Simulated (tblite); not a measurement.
Compound: C6H10F2Si.
Z-matrix (Å and degrees, GFN2-xTB geometry), rows numbered from 1:
```
C 
C   1  1.5027
C   2  1.5102  1  116.09
C   3  1.5217  2  110.68  1    84.87
F   4  1.3559  3  111.03  2    67.00
F   4  1.3595  3  110.88  2  -175.64
C   2  1.3186  1  123.26  3   179.41
C   7  1.5047  2  137.76  1    -2.45
Si  7  1.8530  2  153.97  1  -175.51
H   1  1.0897  2  110.93  3   -57.75
H   1  1.0860  2  110.22  3  -178.24
H   1  1.0899  2  110.23  3    61.71
H   3  1.0916  2  110.18  1  -156.14
H   3  1.0915  2  111.19  1   -34.73
H   4  1.1010  3  113.90  2   -54.45
H   8  1.0833  7  115.95  9   114.28
H   8  1.0833  7  115.82  9  -113.21
H   9  1.4496  7  119.70  8  -103.62
H   9  1.4541  7  118.02  8   101.71
```

Calculated harmonic vibrations of the isolated species, GFN2-xTB (tblite), most abundant isotopes, no scaling. Against measured fundamentals such values can be off by several per cent, at times by over 20. Modes of hydrogen on silicon can be 10 to 20 % off. One conformer, not necessarily the lowest.

Harmonic wavenumbers (cm⁻¹): 27.4, 46.6, 97.1, 114.3, 133.6, 148.7, 214.5, 309.1, 326.5, 400.7, 430.5, 454.2, 456.5, 502.6, 515.7, 552.8, 634.3, 691.2, 724.9, 772.4, 876.7, 905.8, 969.6, 982.6, 997.7, 1007.6, 1034.7, 1034.7, 1096.8, 1131.3, 1181.5, 1215.1, 1254.2, 1278.9, 1314.1, 1394.4, 1419.3, 1442.8, 1479.6, 1481.9, 1780.5, 2336.2, 2378.0, 2887.6, 2988.8, 2994.8, 2998.0, 3009.2, 3030.7, 3032.3, 3060.0.

A = 2054, B = 812.9, C = 646.3 MHz; mass 148.052 u (most abundant isotopes); point group C1, symmetry number 1.

Zero-point energy?

Half the sum of the wavenumbers: 30774 cm⁻¹ = 368.15 kJ/mol.

Give the ideal-gas entropy at 273.15 K and 1 bar in the rigid-rotor, harmonic-oscillator model (classical rotation).

Translation 169.36, rotation 124.75, vibration 136.52: S = 430.6 J/(mol K).

And Cp and H(273.15 K) − H(0)?

Cp = 165.99 J/(mol K), of which vibrations give 132.73 (their classical limit is 51 R = 424.0); H(273.15 K) − H(0) = 27.90 kJ/mol without the zero-point energy, 18.82 from vibrations.

Which modes carry the vibrational entropy at 273.15 K?

27.4 cm⁻¹: 24.42; 46.6 cm⁻¹: 20.01; 97.1 cm⁻¹: 13.98; 114.3 cm⁻¹: 12.66; 133.6 cm⁻¹: 11.41; 148.7 cm⁻¹: 10.55 J/(mol K); the other 45 give 43.50 together.

Blend soft modes into free rotors: weight 1/[1 + (100 cm⁻¹/ν̃)⁴] for the oscillator and the rest for a rotor with moment μB/(μ + B), μ = h/(8π²ν), B = 10⁻⁴⁴ kg m². What vibrational entropy results?

122.03 J/(mol K) in place of 136.52, which changes −T·S at 273.15 K by +3.96 kJ/mol.

Hindered rotation and anharmonicity are outside this model. Other conformers, if any are populated, would add a mixing term that is left out. The structure is chiral; the term R ln 2 for an equal mix with its mirror image is left out.
